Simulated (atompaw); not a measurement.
What one change does to a pseudopotential (Sb (Z = 51), PAW (atompaw))

```
Element                 : antimony
Generator               : atompaw 4.2.0.5
Type                    : PAW
Functional              : LDA (PW92)
Relativity              : scalar-relativistic
Frozen core             : [Kr] 4d10
Valence charge          : 5
Reference configuration : 5s2 5p2.5 (charge +0.5)
Partial waves           : 5s (bound): rc 1.85 bohr; 5s channel at -0.4 Ry: rc 2.45 bohr; 5p (bound): rc 2.45 bohr; 5p channel at 0.35 Ry: rc 2.45 bohr; 5d channel at 0.15 Ry: rc 2.45 bohr; 5d channel at 1.25 Ry: rc 2.45 bohr
Local potential         : troulliermartins scheme with l = 3 at 0 Ry, radius 2.30 bohr
Core correction         : smooth core density matched at 2.20 bohr
Augmentation charge     : sinc compensation charge, radius 1.95 bohr; PAW radius 2.45 bohr; waves and projectors: custom rrkj vanderbiltortho
```

Change: all radii scaled by about 1.08 (s 2.00, p 2.64, d 2.64 bohr); local potential troulliermartins scheme with l = 3 at 0 Ry, radius 2.48 bohr; augmentation sinc compensation charge, radius 2.10 bohr; PAW radius 2.64 bohr; waves and projectors: custom rrkj vanderbiltortho; core correction smooth core density matched at 2.38 bohr.

Cutoffs: the cutoffs (Ry, on a coarse ladder) from which the occupation-weighted sum of valence levels, in a spherical-Bessel basis at the reference potential, stays within 10 and 1 mRy of its value at 400 Ry; they do not see the model core or the augmentation charge, which bear on the density cutoff.

**Question.** What does the change do?

**Answer.** The potential gets softer (10 Ry and 21 Ry → 8 Ry and 18 Ry); the bound ghosts move from d, s to s. A larger radius leaves more room for a smooth pseudo-wave, so fewer plane waves are needed.

```tsv
quantity	base	changed
cutoff, loose	10 Ry	8 Ry
cutoff, tight	21 Ry	18 Ry
loose cutoff by channel (10 mRy a level)	s 10 Ry, p 6 Ry	s 6 Ry, p 6 Ry
bound ghosts	s, d	s
lowest overlap eigenvalue by channel	s 0.01, p 0.47, d 0.80	s 0.05, p 0.49, d 0.79
```

 A true bound ghost makes a file unfit for plane-wave use even where its test errors are small: the radial tests pick states by their node count and pass the ghost by. The cutoffs see the waves, projectors and local potential, not the compensation charge or the core.
